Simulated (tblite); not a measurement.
A tight-binding relaxation on `S1B(N[C@H](C=C)C)SC=C1`.

Computed with GFN2-xTB geometry optimisation, gas phase (tblite 0.8.0). Start geometry: from a force field or distance geometry. A driver script takes a list of jobs; this job's settings line and coordinates (Å) are shown.

Command:
```bash
OMP_NUM_THREADS=1 python probes_run.py task.json out
```

Input:
```
{"job": {"kind": "relax", "xc": "GFN2-xTB", "basis": "xTB"}, "charge": 0, "multiplicity": 1}
C     -3.267100    -0.018900    -0.824400
C     -2.342200    -0.932400    -0.663800
C     -1.080900    -0.711900     0.134100
C     -1.041100     0.787400     0.394600
N      0.000700    -1.146300    -0.695100
B      1.354500    -1.013800    -0.131000
S      2.914400    -0.839900    -1.222100
C      3.749600     0.489300    -0.415000
C      3.363800     0.751000     0.783400
S      2.059800    -0.257000     1.425700
H     -4.159500    -0.302200    -1.426800
H     -3.227700     0.980700    -0.407600
H     -2.483200    -1.896100    -1.092800
H     -1.183500    -1.317100     1.055800
H     -1.725600     1.066500     1.225600
H     -0.013200     1.054000     0.731500
H     -1.222200     1.362900    -0.539300
H     -0.077500    -0.686200    -1.627600
H      4.557400     1.063200    -0.921800
H      3.818300     1.577500     1.394300
```

Output:
```
step      E/eV     max force
  0    -776.92076    3.134
  1    -777.30043    2.583
  2    -777.56130    1.551
  3    -777.82564    1.160
  4    -777.95248    1.384
  5    -778.03582    0.841
  6    -778.08579    0.595
  7    -778.13142    0.523
  8    -778.17872    0.471
  9    -778.22162    0.502
... (130 lines left out)
140    -778.79526    0.046
141    -778.79576    0.055
142    -778.79615    0.040
143    -778.79640    0.027
144    -778.79649    0.026
145    -778.79655    0.031
146    -778.79662    0.019
147    -778.79669    0.013
148    -778.79673    0.014
149    -778.79676    0.008
```

«max force» is the largest atomic force in eV/Å.

From which step on does the largest force stay under 0.1 eV/Å, and how much energy is left to gain from there?

From step 108 (0.085 eV/Å), 18.7 meV above the end.

Summary of the converged run: energy lowered by 43.3 kcal/mol over 149 steps; largest atomic force 0.008 eV/Å at the end.

Give the final coordinates.

1.242 Å rms from the input after alignment:
```
atom  x, y, z in Å
C1    -3.1884   -0.9886   -0.6846
C2    -1.8933   -1.0201   -0.4353
C3    -1.0562    0.0968    0.1320
C4    -1.8043    1.4152    0.3101
N5     0.1063    0.2956   -0.7272
B6     1.4374    0.0799   -0.4080
S7     2.7979    0.3605   -1.5825
C8     4.0432   -0.1065   -0.4493
C9     3.6950   -0.4853    0.7797
S10    2.0047   -0.5025    1.2187
H11   -3.6982   -1.8436   -1.0950
H12   -3.8001   -0.1259   -0.4858
H13   -1.3206   -1.9130   -0.6519
H14   -0.6717   -0.2311    1.1070
H15   -2.6235    1.2905    1.0119
H16   -1.1235    2.1683    0.6994
H17   -2.1991    1.7618   -0.6425
H18   -0.1514    0.6138   -1.6505
H19    5.0542   -0.0633   -0.8121
H20    4.3866   -0.7918    1.5435
```

Time: 2.5 s wall. Hardware: an Arm Neoverse N1 with one thread, no GPU, shared host with 64 logical CPUs at a one-minute load of 57.
Labels such as C1 count atoms from 1, the log's own numbers from 0.
